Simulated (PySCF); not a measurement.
## Ionisation energy of Mn⁺ by level of theory

Mn⁺ [Ar] 3d5 4s1 (7S) → Mn²⁺ [Ar] 3d5 (6S), as a difference of total energies. Calculation: PySCF 2.14, in Sapporo-DKH3-DZP-2012; the spin-free X2C one-electron Hamiltonian (Gaussian nucleus). Correlated levels: valence: [Ar] frozen. The calculations carry no spin-orbit coupling.

Q: Order these methods by the ionisation energy they give, lowest first.
A. PBE0
B. SCS-MP2 (valence)
C. M06-2X
D. MP2 (valence)

A: B (14.985 eV), D (15.258 eV), C (15.467 eV), A (15.938 eV).

Errors of the correlated levels include the incompleteness of this basis and the frozen core.

For comparison: 15.640 eV (measured; NIST Atomic Spectra Database, ionization energies).
